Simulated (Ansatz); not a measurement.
System: SiH, charge 1, singlet. A triplet may lie lower; no result for it is given here. SiH+ (parent SMILES [SiH], singlet).
B3LYP-D3(BJ)/def2-TZVP minimum from Ansatz (a quantum-chemistry and plane-wave program):
```xyz
2

Si     0.0000     0.0000    -0.1010
H      0.0000     0.0000     1.4139
```
Charge +1, spin multiplicity 1.

Hartree-Fock and CCSD(T) correlation energies in hartree (Ansatz). Open shells are spin-unrestricted; no spin-orbit coupling. Correlated methods leave the cores frozen. No relativity. The restricted determinant of HSi+ (parent SMILES [SiH], singlet) is unstable towards broken spin symmetry in at least one set run.

```json
[
 {"basis": "cc-pV(T+d)Z", "X": "3", "E(HF)": "-289.16477", "E(corr, CCSD(T))": "-0.09390"},
 {"basis": "cc-pV(Q+d)Z", "X": "4", "E(HF)": "-289.16720", "E(corr, CCSD(T))": "-0.09697"},
 {"basis": "cc-pV(5+d)Z", "X": "5", "E(HF)": "-289.16769", "E(corr, CCSD(T))": "withheld"}
]
```

Problem. Fit E(corr) = E∞ + A/X³ to X = 3 and 4, predict X = 5, and compare with the run.

Solution. A = (-0.09390 - (-0.09697))/(1/27 - 1/64) = 0.1434; E∞ = -0.09697 - A/64 = -0.09921; at X = 5, E∞ + A/125 = -0.09806. The run gave -0.09792, 0.14 mEh above the prediction. The same form on X = 4 and 5 gives E∞ = -0.09892, 0.29 mEh above the first estimate.
